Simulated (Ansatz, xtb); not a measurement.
Species: sum formula SOF, charge -1, multiplicity 1. SMILES of the parent species: O=[S]F
Structure (B3LYP-D3(BJ)/def2-TZVP (Ansatz, a first-principles code) minimum search):
```
S
O 1 1.5312
F 1 1.7849 2 106.75
```
Charge -1, spin multiplicity 1.

Harmonic wavenumbers from GFN2-xTB (xtb, at its own minimum), cm⁻¹: 284, 493, 1031.

Give the harmonic wavenumbers at B3LYP-D3(BJ)/def2-TZVP (Ansatz, finite differences of forces, unscaled).

300, 519, 1020 cm⁻¹. Zero-point energy 2.6 kcal/mol.

From these and the geometry, give the ideal-gas thermochemistry at 298.15 K and 1 atm (rigid rotor, harmonic oscillator).

Point group Cs, rotational symmetry number 1. Rotational constants 32.18, 7.975, 6.391 GHz. S(trans) 38.53, S(rot) 22.80, S(vib) 2.12, S(elec, spin only) 0.00, S 63.4 cal/(mol K). H(298) - H(0) 2.79 kcal/mol; G - E(el) -13.5 kcal/mol.
